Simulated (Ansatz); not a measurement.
## Relative stability

The two ends of one reaction step of SiN2H10O, closed shell (PBE0-D4/def2-TZVP).

A:

```
atom    x (Å)    y (Å)    z (Å)
 Si1   1.4854   0.9049   0.6431
  N2   1.1480  -0.7160   1.1863
  H3   1.5680   0.8675  -0.8374
  H4   0.3825   1.7691   1.1169
  H5   2.7773   1.4547   1.1521
  H6  -1.5702   0.5764  -1.1911
  O7  -1.5594   1.5281  -1.4224
  H8  -0.6945  -1.2147   0.0807
  N9  -1.5147  -1.1962  -0.5248
 H10   1.8208  -1.4267   0.9341
 H11   0.9211  -0.8178   2.1659
 H12  -0.9809   1.5930  -2.1840
 H13  -1.4499  -1.9729  -1.1705
 H14  -2.3332  -1.3493   0.0512
```

B:

Si1  (0.656, 1.359, -0.171)
N2  (0.950, -0.787, 0.921)
H3  (0.612, 0.390, -1.305)
H4  (-0.490, 1.304, 0.766)
H5  (2.013, 1.511, 0.422)
H6  (-1.561, -1.095, -1.031)
O7  (0.326, 2.849, -0.878)
H8  (0.104, -1.316, 0.695)
N9  (-1.749, -1.658, -0.209)
H10  (1.755, -1.301, 0.585)
H11  (1.029, -0.712, 1.928)
H12  (0.968, 3.165, -1.514)
H13  (-2.146, -2.534, -0.525)
H14  (-2.467, -1.174, 0.317)
(Å)

Computed with Ansatz 0.2.0 (basis: def2-TZVPP); correlated methods freeze the cores. B3LYP uses VWN-RPA correlation.

Which structure is lower at CCSD(T), and by how much? (An estimate is asked for; the value comes from the calculation.)

By the calculation: B, by 8.80 kcal/mol (electronic energy, against the other). By their contacts, A is a complex of SiNH₅ ([NH2][SiH3]) + H₂O + NH₃ and B is a complex of SiH₄O ([OH][SiH3]) + NH₃ + NH₃.

All methods give the same order:

```csv
method,E(B) − E(A) (kcal/mol)
SPW92,-10.01
PBE-D4,-8.38
BLYP-D4,-7.70
r2SCAN-D4,-9.44
B97M-V,-9.88
PBE0-D4,-8.53
B3LYP-D4,-7.92
r2SCAN0-D4,-9.32
BHLYP-D4,-8.38
CAM-B3LYP-D4,-8.24
wB97X-V,-8.89
wB97M-V,-9.54
B2PLYP,-8.32
PBE-QIDH,-9.07
RPA on PBE,-8.83
HF,-7.19
MP2,-8.95
CCSD,-8.59
CCSD(T),-8.80
```

T1 diagnostic: at most 0.010.

Labels in which every atom is bracketed show which atoms are joined, not bond orders.

For scale, one of the runs: CCSD(T)/def2-TZVPP, 275 basis functions, launched by `ansatz run in.yaml --threads 8 --pin off --events-out ev --progress --plain --max-ram 19148MiB`. The run took 2.2 min on 8 CPU threads of an Arm Neoverse V1 (shared host), with 7.6 GiB of host memory at its peak.
